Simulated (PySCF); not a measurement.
C4H6F2, SMILES F[C@H]1CC[C@@H]1F.

Geometry optimised at PBE0-D3(BJ)/def2-SVP. The structure was generated by enumeration; whether it is a known compound was not checked.

The numbers are results of PBE0/def2-TZVP (PySCF), not measurements.

Computed frontier levels, gap, dipole moment and polarisability:
- highest occupied level: -8.79 eV
- lowest empty level: 1.14 eV
- orbital gap: 9.93 eV
- dipole moment: 2.24 D
- quadrupole, principal values (traceless, Buckingham form, about the centre of nuclear charge): -5.69, -0.19, 5.87 D·Å
- mean static polarisability: 46.1 bohr³ (6.83 Å³)
- polarisability, principal values: 43.0, 47.5, 47.8 bohr³
